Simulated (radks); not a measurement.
Species: Ba+. Configuration: [Xe] 6s1. Calculated with a radial shooting solver on a logarithmic mesh with Libxc functionals: Dirac Kohn-Sham, PBE, spin-unpolarised, spherical densities, point nucleus; speed of light set to 102.777 atomic units (0.75 times the physical value, a model run).

Spin-orbit splittings of the eigenvalues, e(l+1/2) - e(l-1/2), with zeta = 2 splitting/(2l+1) and mean radii in bohr:

shell  occ.  splitting (eV)  zeta (eV)  <r> j=l-1/2  <r> j=l+1/2
2p        6           744.1      496.1      0.08605      0.09712
3p        6           144.8      96.55       0.2691       0.2913
3d       10           27.93      11.17       0.2624       0.2692
4p        6           30.22      20.14       0.6707       0.7214
4d       10               ?          ?       0.7945       0.8127
5p        6           4.072      2.715        1.791        1.948

Estimate the 4d splitting.

Answer. 4.612 eV (zeta = 1.845 eV).
